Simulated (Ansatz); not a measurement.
Consider the ligand exchange at the Si–C bond: `B[SiH2]C` + `O[SiH2]F` → `B[SiH2]O[SiH2]F` + CH₄.

Isolated molecules relaxed with PBE0-D4/def2-TZVP in Ansatz; ΔE leaves out vibrations. CCSD(T)/CBS adds triple-zeta CCSD(T) − MP2 to the extrapolated MP2 energy (def2 sets, frozen cores). This one scheme is used for every species. One conformer a species, not always the lowest.

```json
{"species": "`B[SiH2]C`", "CCSD(T)/CBS(def2) energy (Eh)": "-356.10068"}
{"species": "`O[SiH2]F`", "CCSD(T)/CBS(def2) energy (Eh)": "-465.96250"}
{"species": "`B[SiH2]O[SiH2]F`", "CCSD(T)/CBS(def2) energy (Eh)": "-781.64352"}
{"species": "CH₄", "CCSD(T)/CBS(def2) energy (Eh)": "-40.46206"}
```

(1) Work out ΔE.

Largest T1 diagnostic among the species: 0.012.

## Answers

(1) ΔE = (-781.64352) + (-40.46206) − (-356.10068) − (-465.96250) = -0.04240 Eh = -26.6 kcal/mol.

From PBE to PBE0 (25 % exact exchange), in def2-TZVPP and without D4, ΔE moves by −1.1 kcal/mol. The D4 term adds −1.1 kcal/mol with B3LYP and −0.7 kcal/mol with PBE0; it sums over pairs of atoms, weighted by their polarisabilities, and B3LYP, whose exchange is more repulsive, gets the larger term.

B3LYP here is the variant with VWN-RPA as its local correlation; programs differ in this.
